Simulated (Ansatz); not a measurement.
Breaking the Ge1–O2 bond in GeO (multiplicity 1 held). Energies count from the point at 1.632 Å.


R- and RO- levels are restricted; in cc, def2 and unpolarised 6-31G sets they are followed outwards from rest. Unrestricted levels (U-) break spin symmetry where that is lower. Curves can end on different states.

Cores are frozen in the correlated methods. Filled d and f shells under p-block atoms count as core.

Codes used: Ansatz (Gaussian orbitals). Values without a source in brackets are computed.

Problem. One of these levels gives 152.60 kcal/mol for the energy at R = 6.530 Å. Which?
A. R-B3LYP/cc-pVTZ
B. U-CCSD(T)/cc-pVTZ
C. R-HF/cc-pVTZ

Solution. B, U-CCSD(T)/cc-pVTZ. The others give 188.89 (R-HF/cc-pVTZ), 231.98 (R-B3LYP/cc-pVTZ)

Doubts at one or more of the structures used: a restricted determinant that unrestricted orbitals would lower (R-HF/cc-pVTZ, R-B3LYP/cc-pVTZ); a spin-contaminated determinant (U-CCSD(T)/cc-pVTZ).

Ansatz is a first-principles code.
